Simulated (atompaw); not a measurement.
# Pseudopotential generation for iodine: PAW (atompaw), PBE, scalar-relativistic.

atompaw 4.2.0.5 input, output lines left out:

```
I 53
GGA-PBE scalarrelativistic loggrid 1500 logderivrange -3 5 201
5 5 4 0 0 0
5 1 5
0 0 0
c
c
c
c
v
c
c
c
v
c
c
2
1.70 1.30 1.25 1.35
y
-0.55
n
y
0.15
n
y
-0.05
y
1.15
n
custom polynom vanderbiltortho besselshape
3 0 troulliermartins
1.70
1.70
1.70
1.70
1.50
1.70
```

* Cutoffs needed: 25 Ry and 45 Ry (the cutoffs (Ry, on a coarse ladder) from which the occupation-weighted sum of valence levels, in a spherical-Bessel basis at the reference potential, stays within 10 and 1 mRy of its value at 400 Ry)
* Ghost test: ghost states, extra bound levels that the all-electron valence spectrum of the same l lacks: s at -283.5 eV, p at -147.1 eV, d at -67.7 eV; a true bound ghost makes a file unfit for plane-wave use (spherical-Bessel basis up to 400 Ry, 20 bohr box)
* Lowest eigenvalue of the overlap operator: 0.19 (s channel)
* Overlap eigenvalues printed by atompaw (projector basis): 1.54, 4.34, 7.48, 5.96e+03, 6.79e+04, 8e+04
* Share of each valence orbital outside the PAW sphere: 5s 62 %, 5p 80 %
